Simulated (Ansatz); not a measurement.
One change: `[SiH3][O][Cd][SH]` becomes `[SiH3][O][Mg][SH]`.

Ansatz, PBE0-D4/def2-TZVP geometries, multiplicity 1. Each molecule was computed in one conformer, which needn't be the lowest.

Elements past krypton have def2 core potentials.

```tsv
property	`[SiH3][O][Cd][SH]`
LUMO energy (PBE0/def2-TZVPP) / eV	-1.72
HOMO energy (B3LYP/def2-TZVPP) / eV	-7.34
HOMO–LUMO gap (ωB97M-V/def2-TZVPP) / eV	9.77
HOMO–LUMO gap (B3LYP/def2-TZVPP) / eV	5.32
HOMO energy (PBE0/def2-TZVPP) / eV	-7.57
LUMO energy (B3LYP/def2-TZVPP) / eV	-2.02
```

Task: Give the same properties after the change, and the shifts. (Estimate.)

Result: The calculation gave: 
| property | `[SiH3][O][Mg][SH]` | shift |
| --- | --- | --- |
| LUMO energy (PBE0/def2-TZVPP) / eV | -1.55 | 0.17 |
| HOMO energy (B3LYP/def2-TZVPP) / eV | -7.12 | 0.22 |
| HOMO–LUMO gap (ωB97M-V/def2-TZVPP) / eV | 9.34 | -0.43 |
| HOMO–LUMO gap (B3LYP/def2-TZVPP) / eV | 5.29 | -0.03 |
| HOMO energy (PBE0/def2-TZVPP) / eV | -7.37 | 0.20 |
| LUMO energy (B3LYP/def2-TZVPP) / eV | -1.84 | 0.18 |

Positive LUMOs are unbound, so they and the gaps depend on the basis.

B3LYP here is the variant with VWN-RPA as its local correlation; programs differ in this.
